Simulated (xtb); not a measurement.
As2, charge +1, doublet, at a GFN2-xTB geometry (a state made from the parent by changing its charge; the spin is typed, not shown lowest), atoms displaced at random by about 0.02 Å a coordinate. Base run: GFN2-xTB run with xtb 6.7.1.

The xtb input:
```
$ xtb mol.xyz --gfn 2 --chrg 1 --uhf 1 --opt --json

# file mol.xyz
2

As    -0.02257373     0.02666479    -1.11082852
As     0.00847338    -0.01361906     1.06419741
```

Variants of this job, named by their change:

| change | ΔE vs base (kJ/mol) | optimiser steps |
|---|---|---|
| base | 0.00 | 4 |
| opt level = tight | 0.00 | 4 |
| opt level = sloppy | 0.02 | 1 |
| alpb = methanol | -204.3 | 4 |
| opt level = crude | 0.02 | 1 |
| opt level = vtight | 0.00 | 4 |
| opt level = extreme | 0.00 | 4 |
| engine = lbfgs | 0.00 | - |
| opt level = lax | 0.00 | 3 |
| opt level = loose | 0.02 | 1 |
